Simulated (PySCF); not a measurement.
SMILES CCc1cccc(C)c1 (C9H12), GFN2-xTB optimised geometry.

```
21

C     -2.14    -2.35    -1.50
C     -1.90    -1.93    -0.05
C     -1.14    -0.64     0.00
C     -1.81     0.58     0.00
C     -1.10     1.77     0.00
C      0.29     1.75     0.00
C      0.98     0.55     0.00
C      2.48     0.52     0.03
C      0.25    -0.64     0.00
H     -1.20    -2.48    -2.02
H     -2.72    -1.59    -2.02
H     -2.70    -3.29    -1.54
H     -1.33    -2.71     0.46
H     -2.86    -1.81     0.46
H     -2.89     0.60    -0.01
H     -1.62     2.71     0.00
H      0.84     2.68     0.00
H      2.89     1.39    -0.48
H      2.86    -0.38    -0.45
H      2.83     0.54     1.06
H      0.78    -1.58     0.00
```

Density from PBE0/def2-SVP (PySCF 2.14.0) at that geometry.

Minimum of the electron density along straight lines between bonded atoms, close to the bond critical point (lines longer than 1.1 times the sum of covalent radii, or with two minima, are not listed):

| bond | length / Å | ρ at the minimum / e bohr⁻³ | ∇²ρ there / e bohr⁻⁵ | position (fraction from the first atom) |
|---|---|---|---|---|
| C1–C2 | 1.530 | 0.239 | -0.54 | 0.50 |
| C2–C3 | 1.503 | 0.256 | -0.60 | 0.49 |
| C3–C4 | 1.388 | 0.310 | -0.79 | 0.50 |
| C4–C5 | 1.383 | 0.312 | -0.80 | 0.50 |
| C5–C6 | 1.383 | 0.312 | -0.80 | 0.50 |
| C6–C7 | 1.389 | 0.310 | -0.79 | 0.50 |
| C7–C8 | 1.499 | 0.255 | -0.60 | 0.51 |
| C3–C9 | 1.388 | 0.310 | -0.79 | 0.50 |
| C7–C9 | 1.388 | 0.311 | -0.79 | 0.50 |
| C1–H10 | 1.088 | 0.277 | -1.01 | 0.62 |
| C1–H11 | 1.088 | 0.277 | -1.01 | 0.62 |
| C1–H12 | 1.088 | 0.276 | -1.01 | 0.62 |
| C2–H13 | 1.092 | 0.276 | -1.00 | 0.62 |
| C2–H14 | 1.092 | 0.276 | -1.00 | 0.62 |
| C4–H15 | 1.081 | 0.282 | -1.06 | 0.63 |
| C5–H16 | 1.081 | 0.283 | -1.07 | 0.63 |
| C6–H17 | 1.081 | 0.282 | -1.06 | 0.63 |
| C8–H18 | 1.088 | 0.276 | -1.01 | 0.63 |
| C8–H19 | 1.088 | 0.276 | -1.01 | 0.63 |
| C8–H20 | 1.091 | 0.273 | -0.99 | 0.63 |
| C9–H21 | 1.082 | 0.281 | -1.05 | 0.62 |
